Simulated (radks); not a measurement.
All-electron atom: Tm I in [Kr] 4d10 4f13 5s2 5p5.75 6s2 6p0.25 (fractional occupations, a model configuration).

Method: Dirac Kohn-Sham, PBE, spin-unpolarised, spherical densities, point nucleus; open shells are shared between the two j in proportion to 2j + 1; computed with a radial shooting solver on a logarithmic mesh with Libxc functionals.

Energy parts (eV):
total: -369582.83
kinetic: 409328.79
electron-nucleus: -916107.74
Hartree: 145001.02
exchange-correlation: -7804.90

Orbitals (lengths in bohr, moments of r in powers of bohr; r(max) is where P^2 peaks; r(90%) holds 90 % of the orbital's charge):
orbital	occ.	eigenvalue (eV)	<r>	r(max)	r(90%)	<1/r>	small-component weight
1s1/2	2	-59221.05	0.02001	0.01261	0.0363	79.12	6.69e-02
2s1/2	2	-9986.775	0.08429	0.07206	0.131	19.06	1.50e-02
2p1/2	2	-9518.069	0.07008	0.05403	0.116	19.03	1.50e-02
2p3/2	4	-8537.796	0.07746	0.06035	0.126	16.42	1.38e-02
3s1/2	2	-2245.537	0.2205	0.2035	0.324	6.981	4.84e-03
3p1/2	2	-2039.510	0.2103	0.1912	0.316	6.896	4.78e-03
3p3/2	4	-1832.508	0.2241	0.2043	0.335	6.228	4.42e-03
3d3/2	4	-1481.459	0.1973	0.1611	0.307	6.114	4.31e-03
3d5/2	6	-1436.225	0.2016	0.1648	0.313	5.952	4.20e-03
4s1/2	2	-443.5922	0.4978	0.4647	0.716	2.920	1.56e-03
4p1/2	2	-360.7733	0.5062	0.4665	0.737	2.810	1.48e-03
4p3/2	4	-314.0718	0.5382	0.4946	0.784	2.578	1.34e-03
4d3/2	4	-177.9432	0.5652	0.4963	0.851	2.355	1.15e-03
4d5/2	6	-169.4502	0.5766	0.5053	0.868	2.298	1.12e-03
4f5/2	5.57143	-5.3305	0.7922	0.4933	1.39	1.708	6.74e-04
4f7/2	7.42857	-4.1313	0.8146	0.4988	1.43	1.675	6.55e-04
5s1/2	2	-54.8746	1.229	1.092	1.78	1.086	3.13e-04
5p1/2	1.91667	-32.5004	1.388	1.192	2.05	0.9513	2.44e-04
5p3/2	3.83333	-26.7337	1.502	1.280	2.22	0.8687	2.09e-04
5d3/2	0	-1.6641	3.148	1.950	5.39	0.4396	5.38e-05
5d5/2	0	-1.4286	3.340	2.039	5.75	0.4155	4.80e-05
6s1/2	2	-4.3917	3.848	3.248	5.72	0.3265	3.03e-05
6p1/2	0.0833333	-1.6095	5.299	4.272	8.10	0.2362	1.51e-05
6p3/2	0.166667	-1.3337	5.750	4.607	8.79	0.2175	1.30e-05

The highest occupied level is 6p3/2 at -1.334 eV. The configuration is held as typed, so some empty levels lie below it. Summed over all electrons, <r^2> = 79.36 bohr^2, which gives a Langevin (diamagnetic) susceptibility term of -62.9 x 10^-6 cm^3/mol.
